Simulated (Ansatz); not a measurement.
`CS[SiH](C)Cl` → `CCl` + `CS[SiH]` at 700 K and 1 bar (silylene formation by 1,1-elimination).

Program: Ansatz. Geometries: PBE0-D4/def2-TZVP. ΔE: electronic, gas phase. CBS: MP2 limit from def2 TZ/QZ plus the TZ coupled-cluster correction, frozen cores. This one scheme is used for every species. One conformer a species, not always the lowest.

```tsv
species	CCSD(T)/CBS energy (Eh)	H − E (kJ/mol)	S (J/(mol·K))
`CS[SiH](C)Cl`	-1227.04847	317.1	513.5
`CCl`	-499.63220	131.4	278.6
`CS[SiH]`	-727.28803	174.1	371.9
```

H − E and S are ideal-gas, rigid-rotor, harmonic terms from PBE0-D4/def2-TZVP, for one conformer and one mirror image of each species. 1 Eh = 2625.50 kJ/mol, R = 8.31446 J/(mol·K).

By hand: ΔE, ΔH, ΔS and ΔG.

ΔE = (-499.63220) + (-727.28803) − (-1227.04847) = 0.12824 Eh = 336.7 kJ/mol. Δ(H − E) = 131.4 + 174.1 − 317.1 = -11.6, so ΔH = 325.1 kJ/mol. ΔS = 278.6 + 371.9 − 513.5 = 137.0 J/(mol·K). ΔG = 325.1 − 700 × (137.0)/1000 = 229.2 kJ/mol.

By hand: the equilibrium constant, and the temperature at which ΔG would vanish if ΔH and ΔS stayed fixed.

log₁₀ K = −ΔG/(RT ln 10) = -17.1. ΔG = 0 at ΔH/ΔS = 2373 K.

The number of gas molecules changes by +1, which sets the sign of ΔS. A doubt of 5 kJ/mol in ΔE shifts log₁₀ K by 0.4 here. Other conformers and mirror images would add mixing entropy, several J/(mol·K) or more a flexible species. These are equilibria of isolated gas molecules and say nothing of rates. Largest T1 diagnostic: 0.016 (customary marks: 0.02 for closed shells, 0.045 for open ones).
